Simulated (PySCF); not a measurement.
B(H)(OMe)(OSiH3), SMILES COBO[SiH3], PBE0/def2-SVP optimised geometry.

```
12

B      0.88     0.04     0.00
H      2.09     0.04     0.00
O      0.17    -1.12     0.00
C      0.78    -2.38     0.00
H      1.88    -2.31    -0.01
H      0.46    -2.94     0.89
H      0.45    -2.95    -0.89
O      0.20     1.21     0.00
Si    -1.46     1.47    -0.02
H     -2.07     0.88    -1.24
H     -1.65     2.95    -0.02
H     -2.09     0.89     1.20
```

Density from PBE0/def2-TZVP run with PySCF at that geometry.

Minimum of the electron density along straight lines between bonded atoms, close to the bond critical point (lines longer than 1.1 times the sum of covalent radii, or with two minima, are not listed):

```json
[
 {"bond": "B1–H2", "length / Å": "1.212", "ρ at the minimum / e bohr⁻³": "0.182", "∇²ρ there / e bohr⁻⁵": "-0.40", "position (fraction from the first atom)": "0.43"},
 {"bond": "B1–O3", "length / Å": "1.355", "ρ at the minimum / e bohr⁻³": "0.210", "∇²ρ there / e bohr⁻⁵": "1.00", "position (fraction from the first atom)": "0.33"},
 {"bond": "O3–C4", "length / Å": "1.403", "ρ at the minimum / e bohr⁻³": "0.260", "∇²ρ there / e bohr⁻⁵": "-0.47", "position (fraction from the first atom)": "0.66"},
 {"bond": "C4–H5", "length / Å": "1.103", "ρ at the minimum / e bohr⁻³": "0.278", "∇²ρ there / e bohr⁻⁵": "-0.96", "position (fraction from the first atom)": "0.65"},
 {"bond": "C4–H6", "length / Å": "1.101", "ρ at the minimum / e bohr⁻³": "0.279", "∇²ρ there / e bohr⁻⁵": "-0.97", "position (fraction from the first atom)": "0.65"},
 {"bond": "C4–H7", "length / Å": "1.101", "ρ at the minimum / e bohr⁻³": "0.279", "∇²ρ there / e bohr⁻⁵": "-0.97", "position (fraction from the first atom)": "0.65"},
 {"bond": "B1–O8", "length / Å": "1.356", "ρ at the minimum / e bohr⁻³": "0.208", "∇²ρ there / e bohr⁻⁵": "0.99", "position (fraction from the first atom)": "0.33"},
 {"bond": "O8–Si9", "length / Å": "1.681", "ρ at the minimum / e bohr⁻³": "0.127", "∇²ρ there / e bohr⁻⁵": "0.72", "position (fraction from the first atom)": "0.59"},
 {"bond": "Si9–H10", "length / Å": "1.492", "ρ at the minimum / e bohr⁻³": "0.122", "∇²ρ there / e bohr⁻⁵": "0.14", "position (fraction from the first atom)": "0.49"},
 {"bond": "Si9–H11", "length / Å": "1.489", "ρ at the minimum / e bohr⁻³": "0.123", "∇²ρ there / e bohr⁻⁵": "0.14", "position (fraction from the first atom)": "0.49"},
 {"bond": "Si9–H12", "length / Å": "1.492", "ρ at the minimum / e bohr⁻³": "0.122", "∇²ρ there / e bohr⁻⁵": "0.14", "position (fraction from the first atom)": "0.49"}
]
```
